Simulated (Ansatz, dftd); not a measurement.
Species: H2BO, charge 0, doublet. H2BO (SMILES B[O], doublet).
B3LYP-D3(BJ)/def2-TZVP minimum from Ansatz (a program for electronic structure):
```xyz
4

B      0.0438    -0.0198     0.5998
H     -0.8593     0.3906     1.2918
H      1.0358    -0.4704     1.1249
O     -0.0495     0.0223    -0.6769
```
Charge 0, spin multiplicity 2.

Quantity: atomisation energy (electronic, to ground-state atoms), in kcal/mol. Open shells are spin-unrestricted; no spin-orbit coupling. CBS(X,Y): correlation extrapolated as X^-3, Hartree-Fock from the larger set (Q,5: extrapolated as (X+1)exp(-9√X)). A bracket is a step between two methods taken in the basis named. The functionals are non-relativistic, so their misses hold any scalar relativity. Double hybrids freeze cores in their MP2 part. 'core' is core correlation in cc-pwCVTZ, 'X2C' scalar relativity in cc-pVTZ-DK, both at CCSD(T). For partners of very few electrons the exact lower level stands in for a higher one.

Compared with CCSD(T)/CBS(cc-pVQZ,cc-pV5Z) + [CCSDT(Q) - CCSD(T)]/cc-pVTZ + [CCSDTQ - CCSDT(Q)]/cc-pVDZ + core + X2C (Ansatz): 326.1 kcal/mol.

Problem. Rank these levels by how close they come to it, closest first: B2GP-PLYP-D4/def2-TZVPD (Ansatz + dftd4); r2SCAN-D3(BJ)/def2-TZVPD (Ansatz + dftd3); PBE-D3(BJ)/def2-TZVPD (Ansatz + dftd3); B2PLYP-D3(BJ)/def2-TZVPD (Ansatz + dftd3).

Solution. B2PLYP-D3(BJ)/def2-TZVPD (326.2 kcal/mol, difference 0.1), B2GP-PLYP-D4/def2-TZVPD (323.0 kcal/mol, difference -3.1), r2SCAN-D3(BJ)/def2-TZVPD (335.6 kcal/mol, difference 9.5), PBE-D3(BJ)/def2-TZVPD (340.4 kcal/mol, difference 14.3)
